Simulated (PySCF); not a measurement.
# MoO₂Br₂ → MoBr₂ + O₂

Level: PBE0 in the def2-SVP basis family, computed in PySCF with density fitting; scalar-relativistic core potentials for atoms from Rb on, none lighter, no spin–orbit coupling; open shells unrestricted.

```json
{"species": "MoO₂Br₂", "state and structure": "singlet, C2v, Mo–Br 2.402 Å (×2), Mo–O 1.661 Å (×2); Br–Mo–Br 112.4°, Br–Mo–O 109.4° (×4), O–Mo–O 106.7°", "E (Eh)": "-5365.63681", "ZPE (kJ/mol)": "22.7", "H(298 K) − H(0) (kJ/mol)": "19.6", "S° (J/(mol K))": "361.5"}
{"species": "MoBr₂", "state and structure": "quintet, C2v, Mo–Br 2.420 Å (×2); Br–Mo–Br 131.9°", "E (Eh)": "-5215.32819", "ZPE (kJ/mol)": "3.6", "H(298 K) − H(0) (kJ/mol)": "14.5", "S° (J/(mol K))": "340.8"}
{"species": "O₂", "state and structure": "triplet, D∞h, O–O 1.188 Å", "E (Eh)": "-150.05231", "ZPE (kJ/mol)": "10.6", "H(298 K) − H(0) (kJ/mol)": "8.7", "S° (J/(mol K))": "204.8"}
```

Task: What is the electronic reaction energy?

Result: At PBE0/def2-SVP, ΔE = 672.9 kJ/mol from the differences of the total energies times 2625.5, uphill. 

Task: Add zero-point, thermal and entropy terms for 298.15 K and 1 bar.

Result: ΔZPE = -8.5 and Δ[H(298) − H(0)] = 3.6 kJ/mol give ΔH° = 668.0 kJ/mol. ΔS° = 184.1 J/(mol K), so ΔG° = 668.0 − 298.15 × (0.1841) = 613 kJ/mol.

Open d or f shells are single determinants, so the state found may not be the ground state. Each species is the lowest minimum found with this bonding; other isomers or fragments can lie lower.
